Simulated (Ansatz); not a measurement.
Reaction (formal exchange of groups at a Ge–N bond): `C[N](C)[Ge]([F])([F])[F]` + `C=CF` → `[F][Ge]([F])([F])[F]` + `C=CN(C)C`

Calculated with Ansatz (gas phase, PBE0-D4/def2-TZVP geometries, no zero-point term in ΔE). CBS: MP2 limit from def2 TZ/QZ plus the TZ coupled-cluster correction, frozen cores. Functionals use def2-TZVPP. For Ge outer-core shells are correlated without core-valence functions, which leaves a few kJ/mol of doubt a bond. Scalar relativity is left out up to krypton. One conformer a species, not always the lowest.

CCSD(T)/CBS gives -0.72 eV.

(1) Another level gave -0.76 eV. Which?
A. SCS-MP2/def2-TZVPP
B. CAM-B3LYP-D4/def2-TZVPP
C. MP2/def2-TZVPP
D. CCSD(T)/def2-TZVPP

Largest T1 diagnostic among the species: 0.012.

Answers

(1) D. CCSD(T)/def2-TZVPP -0.76, SCS-MP2/def2-TZVPP -0.82, CAM-B3LYP-D4 -0.72, MP2/def2-TZVPP -0.88 eV.

Leaving LDA and LC-ωPBE aside and taking each functional with its dispersion term where it has one, the values, not all of them listed here, spread over 0.13 eV, from B97M-V to BHLYP-D4. LDA lies −0.04 eV from PBE without D4. In def2-TZVPP, CCSD(T) changes the Hartree–Fock value by −0.04 eV (the triples alone add −0.02 eV) and MP2 by −0.16 eV.
